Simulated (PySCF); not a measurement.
Computed shifts of a molecule CH6Cl2Si2, B3LYP/pcSseg-1 in PySCF, GIAO, gas phase, atoms alike by connectivity averaged where their shifts nearly agree, in ppm (number of nuclei): ²⁹Si: 28.4 (1), -75.5 (1). ¹³C: 3.8 (1). ¹H: 6.17 (1), 4.31 (3), 0.50 (2). References: ²⁹Si against TMS (σ = 338.7 ppm); ¹³C against TMS (σ = 181.3 ppm); ³⁵Cl against HCl (σ = 933.3 ppm); ¹H against TMS (σ = 31.68 ppm), references at their B3LYP-D3(BJ)/def2-TZVP geometries, non-relativistic (without spin–orbit terms, shifts of atoms bonded to Cl or Br come out too high). Geometry: PBE0-D3(BJ)/def2-SVP. A frequency run showed that this geometry is not a minimum. Other conformers were not sampled.

### Question
Pick the molecule that these values belong to.
A. Cl[SiH2]C[SiH2]Cl
B. C[SiH2][SiH](Cl)Cl
C. C[Si]([SiH3])(Cl)Cl
D. [SiH3]C[SiH](Cl)Cl

### Answer
D, [SiH3]C[SiH](Cl)Cl
